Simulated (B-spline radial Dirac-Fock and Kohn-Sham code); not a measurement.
These are calculated numbers from a radial finite-basis atomic code; the model is Dirac-Fock (average of configuration) total-energy differences with a finite nucleus, the Breit interaction including its frequency dependence, and self-energy and vacuum-polarisation corrections. Free neutral atoms.

Task: Order these X-ray lines by photon energy, lowest first.
A. Ta Lη
B. Pr Lγ5
C. Lu Lβ1
D. Sm Lη
E. Tm Lβ1
F. Sc Kα2

Result: F (4085.0 eV), D (5583.3 eV), B (6127.6 eV), E (8104.0 eV), A (8421.8 eV), C (8709.0 eV).
